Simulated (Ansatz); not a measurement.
Ideal-gas functions of C2H4BClO, SMILES `ClC1CBO1` at 400 K and 1 bar, from an Ansatz frequency run at PBE0-D4/def2-TZVP.

Molar mass 90.32 g/mol, point group C1 (symmetry number 1), electronic degeneracy 1, moments of inertia 49.817, 168.123, 197.01 u Å². Harmonic wavenumbers (cm⁻¹, unscaled): 162, 325, 404, 572, 696, 818, 861, 960, 974, 1000, 1075, 1124, 1165, 1226, 1300, 1352, 1426, 2681, 3108, 3129, 3164.

Use S(trans) = R[1.5 ln M + 2.5 ln T − 1.1517]; rotational temperatures θ = 24.2544 K / I; S(rot) = R[ln(√π/σ · √(T³/θAθBθC)) + 1.5]; for each mode x = 1.438777 ν̃/T, S = R[x/(eˣ − 1) − ln(1 − e⁻ˣ)] and H = RT x/(eˣ − 1); 1 cm⁻¹ = 0.0119627 kJ/mol; R = 8.31446 J/(mol·K).

Problem. By hand: the entropy, in J/(mol·K).

Solution. Translation 171.1. Rotation: θ = 0.4869, 0.1443, 0.1231 K, giving 111.7. Vibration, mode by mode: 12.92, 7.47, 5.90, 3.64, 2.56, 1.81, 1.60, 1.21, 1.16, 1.07, 0.86, 0.75, 0.66, 0.55, 0.44, 0.38, 0.30, 0.01, 0.00, 0.00, 0.00, in all 43.3. Electronic 0.0. Sum 326.1 J/(mol·K).

Problem. By hand: H − E and G − E in kJ/mol, counted from the electronic energy.

Solution. Zero-point energy ½ × 27522 × 0.0119627 = 164.6; thermal vibration 10.8; translation, rotation and pV give 4 RT = 13.3. H − E = 188.7 kJ/mol, and G − E = 188.7 − 400 × 326.1/1000 = 58.3 kJ/mol.

Vibration gives 13 % of the entropy. The sum counts one conformer and one mirror image; others add a mixing term.
